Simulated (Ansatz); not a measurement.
HgO₂, relaxed as a singlet with RKS PBE0-D4/def2-TZVP in Ansatz, starting from the GFN1-xTB geometry. Force threshold 0.02 eV/Å.

In the def2 sets Hg takes a core potential; there is no spin–orbit coupling. The structure comes from a short search, and lower isomers may exist.

Start:

```csv
atom,x (Å),y (Å),z (Å)
Hg1,0.290,0.044,-1.139
O2,0.475,0.309,0.741
O3,-0.765,-0.353,0.398
```

(1) Estimate the energy that the relaxation releases and the steps that it takes.

(2) Does the start keep its bonding and symmetry?

(3) Predict the relaxed structure.

Answers

(1) 3.95 eV, in 14 steps; 51 s on 4 threads of Intel Xeon on a shared host. No frequencies were taken in this run, so the end may be a saddle point.

(2) Bonds lost: Hg1–O2, Hg1–O3 (atoms count from 1). The end holds 2 separate pieces. Point group C2v at the start, C2v at the end, both within 0.05 Å.

(3) 
```xyz
3

Hg    0.6089    0.0925   -2.3935
O     0.2068    0.2266    1.3372
O    -0.8157   -0.3191    1.0563
```
Bond lengths: 1 × O–O 1.19 Å.
